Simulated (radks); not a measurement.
Question: The mean radii <r> (bohr) of the occupied orbitals of an atom or ion are listed with their occupations. All-electron calculation, scalar-relativistic Kohn-Sham, r2SCAN, spin-unpolarised, spherical densities, finite nucleus; meta-GGA in the generalised Kohn-Sham scheme; Fermi nuclear charge, rms radius of each element as measured or else 0.836 A^(1/3) + 0.57 fm. Program: a radial shooting solver on a logarithmic mesh with Libxc functionals.

orbital  occ.      <r>
1s          2  0.05031
2s          2   0.2234
2p          6   0.1957
3s          2   0.5777
3p          2   0.5699

Name the element and its charge.

Answer: Z = 30, zinc, charge +16: Zn16+ in [Ne] 3s2 3p2. The 1s radius gives Z: for a bare nucleus <r> = (2 gamma + 1)/(2Z) with gamma = sqrt(1 - (Z/c)^2), 0.04919 bohr for Z = 30, and screening makes it slightly larger (0.05031 here). The occupations add up to 14, and the charge is Z minus that.
